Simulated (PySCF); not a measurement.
**NaSe, MP2: how much the basis matters**

PySCF, UHF reference; doublet, unpaired electrons π ↑; De to Na + Se without counterpoise correction. Frozen cores follow the default of each basis and core potential.

```csv
basis,relativity,functions,Re (Å),ωe (cm⁻¹),De (eV),frozen orbitals
def2-SVP,no relativity,47,2.632,268,2.06,10
def2-SVPD,no relativity,59,2.665,257,2.25,10
def2-TZVPP,no relativity,80,2.606,270,2.29,10
```

(1) How does each smaller set differ from the one with most functions, def2-TZVPP?

Correlated steps freeze 10 core orbitals. Correlated levels converge slowly with the basis: in double zeta they bind strong bonds too weakly, by up to about 1 eV, and carry superposition errors of some tenths. Spin–orbit coupling is left out. The state is the lowest determinant that a PBE0 search found; another state may lie lower at other levels.

Answers

(1) def2-SVP: +2.6 pm, -0.7 % in ωe, -0.23 eV in De; def2-SVPD: +5.9 pm, -4.8 % in ωe, -0.04 eV in De. All at MP2; the set with most functions is neither the basis-set limit nor always the best.
